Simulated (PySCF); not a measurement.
# What a mistake does to a calculation on AlCH6OSi cation

These are calculations, not measurements. They come from PySCF 2.14.0, an open-source quantum chemistry program, on an isolated molecule that a program drew, which may never have been made. The molecule is AlCH6OSi cation (charge +1, singlet), drawn as the SMILES string `O[SiH+][CH2][AlH2]`.

Each row is a Hartree-Fock (HF) and frozen-core CCSD(T) single point in the cc-pV(D+d)Z basis, meant for a local HF minimum. Run 1 is clean. Each other run has one planted mistake out of seven kinds, and not every kind appears here: one electron removed, one electron added, multiplicity raised by two, geometry at a saddle point, minimal basis STO-3G, one bond length entered in bohr, all coordinates scaled. The reference is restricted for singlets and unrestricted otherwise, and also for a bond in bohr. Adding or removing an electron swaps singlet and doublet. Electrons count all cores. HOMO and LUMO are orbital energies over both spins, the gradient is its largest component, and the lowest frequency (negative if imaginary) is given only where the gradient is small. Bond lengths are over the 9 bonds as drawn. T1 is the CCSD diagnostic: over 0.02 (restricted) or 0.045 (unrestricted) a single reference is doubtful.

Geometry of the clean run:
```xyz
10
AlCH6OSi cation, angstrom
O    -2.4779    0.6562   -1.7878
Si   -1.8066    1.5387   -0.6619
C    -0.5108    0.8323    0.3186
Al   -1.1200   -0.2095    1.9841
H    -3.2035    0.8788   -2.3605
H    -2.3752    2.8665   -0.4488
H     0.0802    0.1091   -0.2546
H     0.1489    1.6164    0.7103
H    -2.6523   -0.1123    2.2981
H     0.0250   -0.9555    2.7299
```

```
run  electrons  basis functions  <S^2>  HOMO (eV)  LUMO (eV)  gradient (hartree/bohr)  lowest frequency (cm^-1)  mean bond (Å)  longest bond (Å)      T1  HF (hartree)  CCSD(T) (hartree)                 mistake
  1         46              104  0.000     -15.98      -3.56                  5.4e-06                        69         1.4596             2.057  0.0140    -646.87253         -647.40580                no fault
  2         45              104  0.786     -21.00     -13.43                  6.7e-02                         -         1.4596             2.057  0.0458    -646.33162         -646.84028    one electron removed
  3         47              104  0.767      -5.12       1.16                  6.9e-02                         -         1.4596             2.057  0.0138    -647.03157         -647.57679      one electron added
  4         46              104  0.000     -15.61      -3.92                  4.3e-02                         -         1.5516             2.186  0.0167    -646.84032         -647.38538  all coordinates scaled
  5         46              104  2.026     -10.88      -7.53                  7.6e-02                         -         1.4596             2.057  0.0245    -646.69823         -647.21307                       ?
  6         46               34  0.000     -13.92      -0.42                  4.2e-02                         -         1.4596             2.057  0.0199    -639.20267         -639.41966                       ?
```

**Which mistake was planted in run 5, and what did it cost?**

Electrons, basis and geometry are unchanged, and <S^2> is 2.026, beside S(S+1) = 2.00 for a multiplicity of 3. So the mistake is: multiplicity raised by two. Subtracting run 1 and multiplying by 627.51 kcal/mol a hartree, the energy moved by 109.4 kcal/mol in HF and 120.9 kcal/mol in CCSD(T).

**Which mistake was planted in run 6, and what did it cost?**

It has 34 basis functions where the clean run has 104, with the same electrons and geometry. So the mistake is: minimal basis STO-3G. Subtracting run 1 and multiplying by 627.51 kcal/mol a hartree, the energy moved by 4812.9 kcal/mol in HF and 5011.4 kcal/mol in CCSD(T).

Cautions from the logs. Run 2: T1 is over the limit, so its CCSD(T) energy is less reliable.
